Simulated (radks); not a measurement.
Results of a calculation; reference values are marked as such.
Ti V, 18 electrons, occupied as [Ar].

Code: a radial shooting solver on a logarithmic mesh with Libxc functionals. Model: scalar-relativistic Kohn-Sham, PBE, spin-unpolarised, spherical densities, finite nucleus; Fermi nuclear charge, rms radius 3.5921 fm.

Energy parts (hartree):
total: -850.21287
kinetic: 857.49777
electron-nucleus: -1985.70855
Hartree: 318.47297
exchange-correlation: -40.47505

Orbitals (lengths in bohr, moments of r in powers of bohr; r(max) is where P^2 peaks):
| orbital | occ. | eigenvalue (hartree) | r(max) |
|---|---|---|---|
| 1s | 2 | -180.9155 | 0.04555 |
| 2s | 2 | -21.77646 | 0.2689 |
| 2p | 6 | -18.36636 | 0.2197 |
| 3s | 2 | -4.18691 | 0.8578 |
| 3p | 6 | -3.28587 | 0.8817 |
| 3d | 0 | -1.92071 | 0.8809 |
| 4s | 0 | -1.36887 | 2.219 |

The highest occupied level is 3p at -89.413 eV. For comparison, the ionisation energy in NIST's Atomic Spectra Database is 99.30 eV (measured). In exact Kohn-Sham theory the highest level is minus the ionisation energy, but local and semilocal functionals leave it too shallow, through self-interaction and a potential that decays too fast; potentials with the right tail come closer. The density falls to 0.001 e/bohr^3 at r = 2.52 bohr. The electron density at the nucleus is 8545 e/bohr^3 (large components only). Summed over all electrons, <r^2> = 10.43 bohr^2, which gives a Langevin (diamagnetic) susceptibility term of -8.26 x 10^-6 cm^3/mol.
